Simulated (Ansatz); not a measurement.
Input file for Ansatz (an electronic-structure program): R-CCSD(T)/cc-pV(D+d)Z on S4 (SMILES S=S(=S)=S). The basis file is the Basis Set Exchange's JSON of that set.

Ansatz 0.2 input:
```yaml
crystal:
  periodic: [false, false, false]
  atoms:
    - {symbol: S, position_ang: [0.00000403, -0.00000000, -0.00000000]}
    - {symbol: S, position_ang: [1.91226797, 0.00000000, 0.00000000]}
    - {symbol: S, position_ang: [-0.95613600, 1.65606195, 0.00000000]}
    - {symbol: S, position_ang: [-0.95613600, -1.65606195, 0.00000000]}
basis:
  gaussian:
    orbitals: cc-pV_D+d_Z.json
magnetization: {spin_polarized: false}
correlation: {method: ccsd_t, electrons: outside_noble_gas}
scf: {lower_state_search: off}
```

The log:

```
WARN ansatz: RAYON_NUM_THREADS=4 ignored (pool sized by the plan → 4); use --threads N
Functional definition: HF
these checks for a lower state are left out or cut short: stability, starts, cluster_reference, orbital_swaps, neighbouring_geometries, increment
integrals: 0.10 GiB planned
915 factors; integrals over basis functions are off by at most 1.4e-3 eV
mean field: 0.31 GiB planned
mean field evaluation 1: about -43262.8743 eV, gradient 3.6e1 eV
mean field evaluation 2: about -43263.5737 eV, gradient 3.7e1 eV
mean field evaluation 4: about -43267.3212 eV, gradient 2.3e0 eV
mean field evaluation 8: about -43267.3959 eV, gradient 1.2e-1 eV
mean field evaluation 16: about -43267.3960 eV, gradient 1.9e-6 eV
mean field -43267.39604342 eV, -1590.0474769011 hartree, gradient 1.9e-6 eV, S^2 0.000000; 0 other end points of the search recorded, 0 dependent functions left out
20 core orbitals not correlated
reference -43267.39604342 eV, -1590.0474769011 hartree; 12, 12 occupied and 60, 60 virtual orbitals, 915 factors
second order -15.05890504 eV of doubles, -0.00000000 eV of singles
coupled cluster: 0.23 GiB planned
cycle   1  -15.06825916 eV  change   -9.4e-3 eV  update   1.4e-1
cycle   2  -15.60729770 eV  change   -5.4e-1 eV  update   4.6e-2
cycle   3  -15.74899441 eV  change   -1.4e-1 eV  update   2.3e-2
cycle   4  -15.73713798 eV  change    1.2e-2 eV  update   6.4e-3
cycle   5  -15.73700169 eV  change    1.4e-4 eV  update   3.0e-3
cycle   6  -15.73574091 eV  change    1.3e-3 eV  update   5.9e-4
cycle   7  -15.73548218 eV  change    2.6e-4 eV  update   2.0e-4
cycle   8  -15.73557366 eV  change   -9.1e-5 eV  update   4.9e-5
cycle   9  -15.73557847 eV  change   -4.8e-6 eV  update   1.6e-5
perturbative correction -0.85965731 eV, -0.0315918233 hartree
Total energy: -43283.99127919 eV, -1590.6573405673 hartree
Checks for a lower state left out: stability, starts, cluster_reference, orbital_swaps, neighbouring_geometries, increment
```

The calculation finished and met its thresholds.

Cost: very roughly 4 core-seconds.
